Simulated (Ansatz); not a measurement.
Single points on the cluster Os3.

```yaml
crystal:
  periodic: [false, false, false]
  atoms:
    - {symbol: Os, position_ang: [-0.449085, 0.032894, -0.008348]}
    - {symbol: Os, position_ang: [-2.287656, -1.277968, -0.303823]}
    - {symbol: Os, position_ang: [-2.530458, 0.951574, 0.091470]}
basis:
  gaussian: {orbitals: def2-SVP, initial_orbitals: start.molden}
hamiltonian: {xc: pbe0, dispersion: d4}
scf: {omitted_lower_state_checks: [starts]}
output: {orbitals: {seedname: orbitals}}
```

The file start.molden holds the orbitals of an earlier run on this structure, at another level or in another basis.

```sh
$ ansatz run in.yaml --threads 4 --pin off --events-out ev --progress --plain --max-ram 3916MiB
```

Shortened log:

```
Functional definition: PBE0
1011 factors; their error is unknown
mean field evaluation 1: about -7395.4463 eV, gradient 1.4e1 eV
mean field evaluation 2: about -7395.5645 eV, gradient 1.9e-1 eV
mean field evaluation 4: about -7395.8386 eV, gradient 3.0e-1 eV
mean field evaluation 8: about -7395.8387 eV, gradient 2.6e-5 eV
mean field -7395.83874747 eV, -271.7920608901 hartree, gradient 2.6e-5 eV, S^2 0.000000; 0 other end points of the search recorded, 0 dependent functions left out
reference -7395.83877208 eV, -271.7920617944 hartree; 24, 24 occupied and 72, 72 virtual orbitals, 1011 factors
Total energy: -7395.94865353 eV, -271.7960998631 hartree
Checks for a lower state left out: starts
```

It took 0.5 s on 4 threads of AMD EPYC 9R45 on a shared host.

As the first input, with `hamiltonian: {xc: pbe, dispersion: d4}` (abridged; 0.5 s):

```
Functional definition: PBE
mean field -7402.51171477 eV, -272.0372879150 hartree, gradient 1.6e-6 eV, S^2 0.000000
Total energy: -7402.64118288 eV, -272.0420457804 hartree
Checks for a lower state left out: starts
```

First input, but with `gaussian: {orbitals: def2-TZVPP, initial_orbitals: start.molden}`, `correlation: {method: ccsd_t}` and without the key `hamiltonian` (abridged; 76 s):

```
Functional definition: HF
mean field evaluation 16: about -7325.4890 eV, gradient 1.0e0 eV
mean field evaluation 32: about -7315.3818 eV, gradient 3.8e1 eV
mean field evaluation 64: about -7324.2102 eV, gradient 9.3e-1 eV
mean field evaluation 96: about -7320.6031 eV, gradient 1.8e1 eV
mean field evaluation 128: about -7323.8030 eV, gradient 5.2e-1 eV
mean field evaluation 160: about -7325.4172 eV, gradient 2.7e-6 eV
mean field -7325.55041343 eV, -269.2090122570 hartree, gradient 2.6e-6 eV, S^2 0.000000; 2 other end points of the search recorded, 0 dependent functions left out; unrestricted orbitals would lower it
mean field evaluation 192: about -7329.4255 eV, gradient 3.8e-2 eV
mean field evaluation 224: about -7325.4172 eV, gradient 2.4e-2 eV
mean field evaluation 256: about -7328.8132 eV, gradient 1.4e0 eV
mean field evaluation 288: about -7329.4255 eV, gradient 8.3e-4 eV
mean field evaluation 320: about -7329.4237 eV, gradient 1.1e-1 eV
mean field evaluation 352: about -7328.1295 eV, gradient 3.4e-1 eV
[...]
mean field evaluation 416: about -7325.0871 eV, gradient 3.4e0 eV
determinant -7325.55041343 eV, -269.2090122570 hartree, with singles and doubles -7370.72206777 eV, -270.8690399358 hartree
determinant -7325.41717736 eV, -269.2041159219 hartree, with singles and doubles -7370.68927605 eV, -270.8678348623 hartree
determinant -7324.35528788 eV, -269.1650922032 hartree, with singles and doubles -7368.72679186 eV, -270.7957148984 hartree
determinant -7325.55041343 eV, -269.2090122570 hartree, with singles and doubles -7371.02053329 eV, -270.8800083411 hartree
determinant -7325.41717736 eV, -269.2041159219 hartree, with singles and doubles -7370.97641182 eV, -270.8783869071 hartree
mean field evaluation 448: about -7325.4172 eV, gradient 2.2e-2 eV
mean field evaluation 480: about -7325.4172 eV, gradient 2.1e-3 eV
unrestricted determinant -7329.42552528 eV, -269.3514199911 hartree, S^2 4.4653
second order -54.83453623 eV of doubles, -0.00000000 eV of singles
cycle   1  -45.55923590 eV  change   -1.4e-6 eV  update   2.3e-6
perturbative correction -3.44293175 eV, -0.1265254080 hartree
Total energy: -7374.41934501 eV, -271.0049123682 hartree
Checks for a lower state left out: starts
```

First input, but with `gaussian: {orbitals: def2-TZVP, initial_orbitals: start.molden}`, `hamiltonian: {xc: r2scan, dispersion: d4}` (abridged; 0.9 s):

```
Functional definition: r2SCAN
mean field -7401.84756722 eV, -272.0128809429 hartree, gradient 1.7e-5 eV, S^2 0.000000
Total energy: -7401.86757660 eV, -272.0136162739 hartree
Checks for a lower state left out: starts
```

The first input with `gaussian: {orbitals: def2-TZVPD, initial_orbitals: start.molden}` (abridged; 0.75 s):

```
Functional definition: PBE0
mean field -7396.71469487 eV, -271.8242513631 hartree, gradient 1.4e-5 eV, S^2 0.000000
Total energy: -7396.82460961 eV, -271.8282906552 hartree
Checks for a lower state left out: starts
```

As the first input, with `gaussian: {orbitals: def2-TZVP, initial_orbitals: start.molden}`, `output: {forces: true, orbitals: {seedname: orbitals}}` and without the key `scf` (abridged; 1.4 s):

```
Functional definition: PBE0
mean field evaluation 16: about -7396.7099 eV, gradient 4.6e-2 eV
mean field evaluation 32: about -7396.5887 eV, gradient 1.6e0 eV
mean field -7396.70990855 eV, -271.8240754691 hartree, gradient 5.7e-6 eV, S^2 0.000000; 4 other end points of the search recorded, 0 dependent functions left out
Total energy: -7396.81981393 eV, -271.8281144174 hartree
Atom 0 force     0.000070     0.000153     0.000030 eV/Å
Atom 1 force    -0.000170    -0.000018    -0.000009 eV/Å
Atom 2 force     0.000100    -0.000135    -0.000021 eV/Å
Dipole moment:    -0.000000     0.000000     0.000000 e Å
```

As the first input, with `gaussian: {orbitals: def2-TZVP, initial_orbitals: start.molden}`, `correlation: {method: mp2}` and without the key `hamiltonian` (abridged; 2.7 s):

```
Functional definition: HF
mean field evaluation 16: about -7325.2082 eV, gradient 9.8e-1 eV
mean field -7325.27266107 eV, -269.1988050463 hartree, gradient 2.9e-6 eV, S^2 0.000000; 1 other end points of the search recorded, 0 dependent functions left out; unrestricted orbitals would lower it
mean field evaluation 32: about -7327.1065 eV, gradient 6.9e0 eV
mean field evaluation 64: about -7329.0557 eV, gradient 7.6e-4 eV
unrestricted determinant -7329.05574433 eV, -269.3378307917 hartree, S^2 4.4107
second order -41.07032420 eV of doubles, -0.00000000 eV of singles
Total energy: -7366.34298528 eV, -270.7081116223 hartree
Checks for a lower state left out: starts
```

Geometry: PBE0-D4/def2-TZVP.

In the def2 sets Os takes a core potential; there is no spin–orbit coupling. Correlated methods freeze no core orbitals; core or outer-core shells of Os are correlated, in sets that lack core-valence functions. The restricted singlet is unstable towards broken spin symmetry at other levels; at PBE0-D4/def2-SVP, PBE-D4/def2-SVP, CCSD(T)/def2-TZVPP, PBE0-D4/def2-TZVPD this wasn't settled. At CCSD(T)/def2-TZVPP T1 of the charge 0 singlet is large (up to 0.090), so the single-reference result is doubtful. At CCSD(T)/def2-TZVPP the stability test found the charge 0 singlet unstable. At r2SCAN-D4/def2-TZVP, PBE0-D4/def2-TZVP, MP2/def2-TZVP the restricted singlet (for correlated methods, its reference) is unstable: a solution with broken spin symmetry lies lower. The geometry of the singlet was relaxed on an unsound state (restricted singlet, unstable towards broken spin symmetry). At PBE0-D4/def2-TZVP a quintet of charge 0 lies 0.98 eV below the restricted singlet, each at its own geometry. That quintet is doubtful there (⟨S²⟩ 6.79, where a pure state has 6.00). The structure comes from a short search, and lower isomers may exist.
